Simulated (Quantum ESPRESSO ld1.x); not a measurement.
Values are calculated unless marked as measured or tabulated.
Is Ta- bound? Neutral atom [Xe] 4f14 5d3 6s2, anion [Xe] 4f14 5d4 6s2. Non-relativistic spherical Kohn-Sham, ld1.x of Quantum ESPRESSO 7.5; with spin, open shells are filled with parallel spins first. "No" means that the self-consistent cycle ended without a solution in which all occupied levels of the anion are bound.

| method | e(HOMO) neutral (eV) | anion bound | e(HOMO) anion (eV) | EA, Delta-SCF (eV) | <r> HOMO anion (bohr) |
|---|---|---|---|---|---|
| LDA (Slater exchange, Perdew-Zunger correlation), spin-polarised | 6s down -4.314 | no | - | - | - |
| LDA (Slater exchange, Perdew-Zunger correlation) + SIC, spin-polarised | 6s down -6.530 | yes | 6s down -0.687 | 2.154 | 5.17 |
| LDA (Slater exchange, Perdew-Wang correlation) + SIC, spin-polarised | 6s down -6.491 | yes | 6s down -0.651 | 2.208 | 5.24 |
| PBE, spin-unpolarised | 6s -4.595 | no | - | - | - |
| Slater X-alpha with alpha = 1, spin-unpolarised | 6s -5.668 | no | - | - | - |

A bound anion was found by 2 of 5 methods. Tabulated electron affinity: 0.322 eV (CRC Handbook (2014) and Andersen, Phys. Rep. 394, 157 (2004), with later updates, as tabulated in mendeleev).  Relativity is left out, which matters for an element this heavy.

Beside tabulated values, note that spin-unpolarised runs miss the spin-polarisation part of the exchange energy of open shells.
